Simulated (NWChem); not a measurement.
ZrN3H7; SMILES [NH2][ZrH]([NH2])[NH2]

```xyz
11

Zr    -0.0002    -0.0062     0.0397
N      1.5417    -1.1967     0.6116
H      1.5202    -2.2113     0.5075
H      2.4591    -0.9441     0.9735
N     -1.8254    -0.7090     0.5844
H     -2.6879    -0.1940     0.4069
H     -2.0807    -1.6026     0.9997
N      0.2810     1.9601     0.4594
H     -0.3820     2.6541     0.7984
H      1.1653     2.4380     0.2853
H      0.0019    -0.0952    -1.8382
```
Atoms are numbered in this order, from 1.

Computed with NWChem. STO-3G and 3-21G are far too small for this property and stand as cheap habits. The geometry was optimised at PBE0/def2-SVP. Not confirmed as a minimum by frequencies. def2 effective core potentials on Zr; no spin-orbit coupling. Field at 589 nm.

For level B3LYP/def2-SVP (core potentials):

```
Property                          Value
--------------------------------  -----
isotropic polarisability (bohr³)   68.1
anisotropy (bohr³)                  4.8
```

Question: Estimate the same quantities for level B3LYP/STO-3G (all-electron, non-relativistic).

Answer: 
| Quantity | Value |
|---|---|
| isotropic polarisability (bohr³) | 36.3 |
| anisotropy (bohr³) | 18.1 |
